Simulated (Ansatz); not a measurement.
F2Mg, charge -1, doublet, geometry from GFN2-xTB (such geometries of metal compounds can be far from the true shape) (a state made from the parent by changing its charge; the spin is typed, not shown lowest) (a gas-phase anion, which may not be bound at this level).

Ansatz (an electronic-structure program) was given this input:
Ansatz 0.2 input:
```yaml
crystal:
  periodic: [false, false, false]
  atoms:
    - {symbol: Mg, position_ang: [0.00000000, 0.00000000, 0.00000000]}
    - {symbol: F, position_ang: [0.00000000, 0.00000000, 1.79816197]}
    - {symbol: F, position_ang: [-0.00000000, -0.00000000, -1.79816197]}
basis:
  gaussian:
    orbitals: cc-pVDZ
hamiltonian:
  xc: hf
total_charge: -1
magnetization: {spin_polarized: true, initial_magnetization: 1}
```

Question: What does this run give for the number of basis functions, total energy?

Answer: 
The number of basis functions is 46 and the total energy comes out as -398.6045 Eh.

A gas-phase anion may not be bound at this level; its values then depend on the basis.
